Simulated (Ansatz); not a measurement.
A run on `N[Si](F)(F)[Te][InH2]` with other settings.

```yaml
crystal:
  periodic: [false, false, false]
  atoms:
    - {symbol: N, position_ang: [0.349993, -0.821450, -0.049660]}
    - {symbol: Si, position_ang: [-0.436395, -0.096529, -1.392486]}
    - {symbol: F, position_ang: [0.643562, -0.026219, -2.519864]}
    - {symbol: F, position_ang: [-1.529810, -1.113648, -1.845490]}
    - {symbol: Te, position_ang: [-1.192026, 2.142334, -0.581190]}
    - {symbol: In, position_ang: [0.100100, 0.942213, 1.614132]}
    - {symbol: H, position_ang: [-0.021040, -1.702011, 0.342317]}
    - {symbol: H, position_ang: [1.363968, -1.033864, -0.143556]}
    - {symbol: H, position_ang: [-1.001415, 0.199194, 2.651584]}
    - {symbol: H, position_ang: [1.702073, 1.480817, 1.821165]}
basis:
  gaussian: {orbitals: def2-TZVPD, final_grid: {core_spheres: 8, valence_spheres: 7, degree: 23}}
hamiltonian: {xc: {name: r2SCAN}}
scf: {lower_state_search: full}
output: {forces: true}
```

```sh
$ ansatz run in.yaml --threads 2 --pin off --events-out ev --progress --plain --max-ram 20480MiB --backend cuda --devices 0, --max-vram 18GiB
```

It prints (some lines left out):

```
Functional definition: r2SCAN
1932 factors; their error is unknown
mean field evaluation 1: about -27334.9338 eV, gradient 7.6e1 eV
mean field evaluation 2: about -27311.3982 eV, gradient 1.3e2 eV
mean field evaluation 4: about -27344.2501 eV, gradient 1.3e1 eV
mean field evaluation 8: about -27344.6094 eV, gradient 2.8e-1 eV
mean field evaluation 16: about -27344.5947 eV, gradient 4.7e-4 eV
mean field -27344.59471494 eV, -1004.8953209421 hartree, gradient 3.8e-5 eV, S^2 0.000000; 0 other end points of the search recorded, 0 dependent functions left out
reference -27344.59474231 eV, -1004.8953219479 hartree; 44, 44 occupied and 267, 267 virtual orbitals, 1932 factors
Total energy: -27344.59474231 eV, -1004.8953219479 hartree
Atom 0 at     0.349993    -0.821450    -0.049660 Å, force     1.666252    -1.718845     1.586112 eV/Å
Atom 1 at    -0.436395    -0.096529    -1.392486 Å, force    -0.567218     1.900884     0.598777 eV/Å
Atom 2 at     0.643562    -0.026219    -2.519864 Å, force     0.612281    -0.008989    -0.836932 eV/Å
Atom 3 at    -1.529810    -1.113648    -1.845490 Å, force    -0.788470    -0.590644    -0.405371 eV/Å
Atom 4 at    -1.192026     2.142334    -0.581190 Å, force     0.106475    -0.671991    -0.400119 eV/Å
Atom 5 at     0.100100     0.942213     1.614132 Å, force     0.031755     0.122000    -0.308998 eV/Å
Atom 6 at    -0.021040    -1.702011     0.342317 Å, force    -0.195788     0.655303    -0.345589 eV/Å
Atom 7 at     1.363968    -1.033864    -0.143556 Å, force    -0.798851     0.497153    -0.166869 eV/Å
Atom 8 at    -1.001415     0.199194     2.651584 Å, force    -0.183221    -0.174617     0.256209 eV/Å
Atom 9 at     1.702073     1.480817     1.821165 Å, force     0.116785    -0.010254     0.022780 eV/Å
Dipole moment:     0.365449    -0.551759     0.351841 e Å
```

Hardware: 2 threads of an AMD EPYC 7R13 on a shared host and a share of an NVIDIA H100 80 GB. Wall time 2.2 s, peak host memory 0.84 GiB.
